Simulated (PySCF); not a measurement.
Computed IR spectrum (relative IR intensity) of a molecule C2H7BFNO. Geometry optimised at PBE0-D3(BJ)/def2-SVP. One conformer was computed; it need not be the lowest. The numbers are results of PBE0-D3(BJ)/def2-SVP (PySCF 2.14.0), not measurements. Harmonic, unscaled wavenumbers; measured fundamentals usually lie a few per cent lower.

Lines under 2 % of the strongest are left out, and lines within 2 cm⁻¹ are merged.

ν (cm⁻¹): 419 (m), 660 (w), 945 (m), 1051 (vw), 1242 (m), 1289 (vw), 1419 (m), 1457 (m), 1464 (m), 1468 (vw), 1475 (m), 1485 (vw), 1585 (vs), 3008 (w), 3015 (m), 3070 (m), 3142 (w), 3959 (w) (against the strongest line: vs over 80 %, s over 45 %, m over 15 %, w over 4 %, vw less)

**Question.** Which molecule gave these data?
A) CCOB(N)F
B) CN(C)B(O)F
C) CCNB(O)F
D) COCB(N)F

**Answer.** B, CN(C)B(O)F
